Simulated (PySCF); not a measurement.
# NMR parameters from quadrupole coupling constants

Compound: C₄H₂NO₂S (charge -1).
Numbering: `[CH:1]#[C:2][C@@H:3]([C:4]#[N:5])[S@:6](=[O:7])[O-:8]` (hydrogens: H9 on C1; H10 on C3)

Structure used (GFN2-xTB), in Å, numbered top down from 1:
```xyz
10
C4H2NO2S angstrom
C      2.259   -0.647   -0.103
C      1.162   -0.246    0.179
C     -0.138    0.244    0.468
C     -0.234    1.643    0.440
N     -0.308    2.793    0.379
S     -1.417   -0.512   -1.025
O     -2.723   -0.075   -0.503
O     -1.187   -1.957   -0.841
H      3.204   -1.026   -0.355
H     -0.610   -0.212    1.337
```

Computed at PBE0/pcSseg-1 (PySCF, non-relativistic):

```
atom                 environment  nucleus  spin I    Q (b)  CQ = χzz (MHz)      η
  N5            nitrile nitrogen      14N       1  0.02044          -3.999  0.297
  S6  sulfur bonded to C and 2 O      33S     3/2  -0.0678          31.881  0.472
  O7          oxygen bonded to S      17O     5/2  -0.0256          -6.960  0.682
  O8          oxygen bonded to S      17O     5/2  -0.0256          -6.994  0.704
```

Q: PQ = |CQ|√(1 + η²/3), νQ = 3|CQ|/[2I(2I − 1)], ν0 = |g|·7.62259 MHz/T·B with g(14N) = 0.40376, g(33S) = 0.42921, g(17O) = −0.75752: values at 9.4 T?

A: 
| atom | PQ (MHz) | νQ (MHz) | ν0 (MHz) | νQ/ν0 |
| --- | --- | --- | --- | --- |
| N5 | 4.058 | 5.999 | 28.93 | 0.207 |
| S6 | 33.04 | 15.94 | 30.75 | 0.518 |
| O7 | 7.481 | 1.044 | 54.28 | 0.019 |
| O8 | 7.549 | 1.049 | 54.28 | 0.019 |

For N5: PQ = 3.999 × 1.0146, νQ = 3.999 × 1.5000, ν0 = 3.0777 MHz/T × 9.4 T.

For S6 νQ isn't small against ν0, so the high-field expansions of solid-state NMR fail there at this field.

Q: For half-integer spins with νQ below a tenth of ν0, find the second-order shift of the centre of gravity of the central transition at 9.4, 14.1 and 18.8 T.

A: From −(3/40)(PQ/ν0)²[I(I + 1) − 3/4]/[I(2I − 1)]², which goes as 1/B² (ppm):

```
     site  9.4 T  14.1 T  18.8 T
17O at O7   -114   -50.7   -28.5
17O at O8   -116   -51.6     -29
```

Q: Take a correlation time of 2 ps, isotropic tumbling and extreme narrowing. What quadrupolar relaxation rates and linewidths follow?

A: 1/T1 = 1/T2 = (3π²/10)(2I + 3)/[I²(2I − 1)] × PQ² × τc; the width is 1/(πT2).

```csv
site,spin factor (2I + 3)/[I²(2I − 1)],1/T1 (s⁻¹),T1 (ms),linewidth (Hz)
14N at N5,5.000,487,2.05,155
33S at S6,1.333,8620,0.116,2740
17O at O7,0.320,106,9.43,33.8
17O at O8,0.320,108,9.26,34.4
```

The couplings are those of the rigid, isolated species; surroundings and motion change them. The pcSseg-1 basis has no diffuse functions, a weakness for an anion. GFN2-xTB bond lengths can be off by several hundredths of an ångström, more for odd bonds, and the gradients follow them. The basis is small and wasn't made for field gradients, so the couplings can be 20 % off.

One conformer stands for the species.
